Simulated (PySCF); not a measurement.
## Frontier levels across methods

Species: C₂H₇NSSi₂.
Cartesian coordinates in Å at the PBE0-D3(BJ)/def2-SVP level; atoms count from 1:
```
atom  x, y, z in Å
N1     3.285    0.805    1.804
C2     2.468    0.166    1.288
C3     1.415   -0.596    0.650
Si4   -0.202    0.396    0.530
S5    -1.579   -0.942   -0.432
Si6   -3.297    0.353   -0.568
H7     1.222   -1.521    1.218
H8     1.726   -0.891   -0.366
H9     0.018    1.627   -0.282
H10   -0.665    0.772    1.895
H11   -4.358   -0.453   -1.230
H12   -2.979    1.564   -1.379
H13   -3.741    0.782    0.791
```

Basis pcSseg-1 throughout (PySCF), one geometry. Geometry: PBE0-D3(BJ)/def2-SVP, one conformer, isolated molecule.

Q: How do the orbital energies, the gap and the dipole change with the method?

A: 
```csv
method,kind,HOMO (eV),LUMO (eV),gap (eV),μ (D),SCF cycles
BLYP,GGA,-6.50,-1.17,5.33,3.62,15
B97-D,GGA,-6.66,-1.20,5.46,3.63,14
PBE,GGA,-6.69,-1.37,5.33,3.61,14
OPBE,GGA,-6.71,-1.15,5.57,3.54,15
KT2,GGA,-6.76,-1.51,5.25,3.63,15
KT3,GGA,-6.76,-1.30,5.47,3.56,15
LDA,LDA,-6.78,-1.67,5.11,3.75,14
BP86,GGA,-6.80,-1.45,5.35,3.65,14
B3LYP,global hybrid,-7.64,-0.68,6.95,3.70,13
B97-2,global hybrid,-7.67,-0.51,7.16,3.69,13
PBE0,global hybrid,-7.91,-0.54,7.36,3.70,13
mPW1PW91,global hybrid,-7.93,-0.52,7.41,3.71,13
BHandHLYP,global hybrid,-8.95,0.40,9.35,3.79,12
CAM-B3LYP,range-separated hybrid,-9.16,0.54,9.70,3.72,12
wB97X-D,range-separated hybrid,-9.75,1.18,10.92,3.73,13
LC-wPBE,range-separated hybrid,-10.56,1.62,12.18,3.69,14
HF,Hartree–Fock,-10.67,2.69,13.37,3.88,12
```

The HOMO spans 4.17 eV, from BLYP down to HF, and the gap runs from 5.11 eV (LDA) to 13.37 eV (HF). Over the methods BLYP (0 %), B97-D (0 %), PBE (0 %), OPBE (0 %), KT2 (0 %), KT3 (0 %), LDA (0 %), BP86 (0 %), B3LYP (20 %), B97-2 (21 %), PBE0 (25 %), mPW1PW91 (25 %), BHandHLYP (50 %), HF (100 %), a straight line through the gap against the share of exact exchange rises by 0.80 eV for each 10 % (correlation coefficient 0.999). The dipole ranges from 3.54 D (OPBE) to 3.88 D (HF). This basis has no diffuse functions.
